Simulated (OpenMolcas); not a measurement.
## C2H7Ga (SMILES [CH3][GaH][CH3]): the HOMO–LUMO gap, rung by rung

C2H7Ga has 10 atoms, charge 0, and is taken as a singlet. SMILES: `[CH3][GaH][CH3]`. The coordinates come from a PBE0-D4/def2-TZVP relaxation.

Each level gives the HOMO–LUMO gap (eV). The values are calculated.

| level | kind | program | value (eV) | CPU time |
| --- | --- | --- | --- | --- |
| PBE/def2-SVP | GGA | OpenMolcas | 4.67 | 52 s |
| revPBE/def2-SVP | GGA | OpenMolcas | 4.73 | 56 s |
| M06-L/def2-SVP | meta-GGA | OpenMolcas | 5.25 | 63 s |
| TPSS/def2-SVP | meta-GGA | OpenMolcas | 4.89 | 67 s |
| r2SCAN/def2-SVP | meta-GGA | OpenMolcas | 5.24 | 60 s |
| B3LYP/def2-SVP | global hybrid | OpenMolcas | 6.19 | 54 s |
| BHLYP/def2-SVP | global hybrid | OpenMolcas | 8.59 | 52 s |
| M06-2X/def2-SVP | hybrid meta-GGA | OpenMolcas | 8.37 | 62 s |

All-electron rows without a relativistic Hamiltonian named are non-relativistic. The values span 4.67 to 8.59 eV. Orbital gaps aren't excitation energies; they tend to grow with the share of exact exchange. CPU times are rough (shared hosts, several kinds of processor and program).
